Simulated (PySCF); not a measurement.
# TDDFT excited states: C2H9F2NSi3

Species: C2H9F2NSi3.
Geometry (GFN2-xTB, Å), atoms numbered from 1 in this order:
```
atom  x, y, z in Å
N1    -3.0919   -1.3910   -1.0910
C2    -2.6032   -0.8508   -0.0712
C3    -1.1738   -0.5401    0.1894
F4    -0.8760   -0.6284    1.5288
F5    -0.3414   -1.4550   -0.4192
Si6   -0.6560    1.2424   -0.4406
Si7    1.5612    1.4490    0.2228
Si8    2.7474   -0.5348    0.5063
H9    -2.4050   -1.7137   -1.7726
H10   -3.2816   -0.4925    0.6967
H11   -0.9826    1.1479   -1.8685
H12   -1.7010    2.0924    0.1405
H13    1.5447    2.2720    1.4457
H14    2.1740    2.3403   -0.7791
H15    2.1618   -1.3661    1.5554
H16    2.7793   -1.3007   -0.7412
H17    4.1372   -0.2590    0.8880
```

Theory: PySCF, TDDFT CAM-B3LYP/def2-SVPD, vertical, gas phase, core orbitals frozen in the response.

Q: Predict the UV-vis stick spectrum at this level.

A: 

```csv
state,E (eV),E (kJ/mol),λ (nm),f,|μ| (D),"main configurations (H = HOMO, L = LUMO)"
S1,4.91,474,252.4,0.011,0.76,"H→L (57%), H→L+1 (21%)"
S2,6.58,635,188.5,0.085,1.85,"H→L (28%), H-2→L (21%), H-1→L (20%)"
S3,6.78,654,182.9,0.126,2.21,"H→L+1 (38%), H-1→L (10%), H-2→L+1 (9%)"
S4,6.96,671,178.3,0.250,3.08,"H-1→L+1 (29%), H-1→L (27%), H-2→L (9%)"
S5,7.06,681,175.7,0.092,1.86,"H→L+2 (31%), H-1→L+2 (31%), H-2→L (11%)"
S6,7.36,711,168.4,0.056,1.42,"H→L+2 (20%), H-2→L+2 (17%), H-1→L+1 (15%)"
S7,7.42,716,167.1,0.035,1.12,"H-2→L+1 (41%), H-3→L (18%), H-2→L (12%)"
S8,7.57,730,163.8,0.078,1.65,"H-1→L+1 (22%), H-1→L+2 (18%), H-1→L (11%)"
```

Triplets (Tamm–Dancoff): T1 4.10 eV, H→L (54%), H→L+1 (22%); T2 4.91 eV, H-2→L (20%), H-7→L (16%), H-1→L (13%); T3 5.75 eV, H-1→L+1 (32%), H-1→L (24%), H→L+1 (19%).

The lowest singlet lies at 4.91 eV (252 nm, ultraviolet) and is weak; its leading configuration is HOMO→LUMO (57%). The strongest level in the table is S4 at 6.96 eV (178 nm, f = 0.250). Löwdin shares by element: HOMO nitrogen 40%, carbon 26%, silicon 8% or more (atoms not listed hold the other 26%); LUMO silicon 29% or more, carbon 19% or more, nitrogen 19% (atoms not listed hold the other 34%). The oscillator strengths of these states sum to 0.733; summed over the whole spectrum of an exact calculation they would give the number of electrons, 88 (Thomas–Reiche–Kuhn). Of the 8 states listed, 8 reach f = 0.01 and none stays under 0.0005. The listed states span 2.65 eV, and the widest gap between neighbours is 1.66 eV (S1 to S2). The window holds the lowest 8 singlets.

One conformer stands for the species.
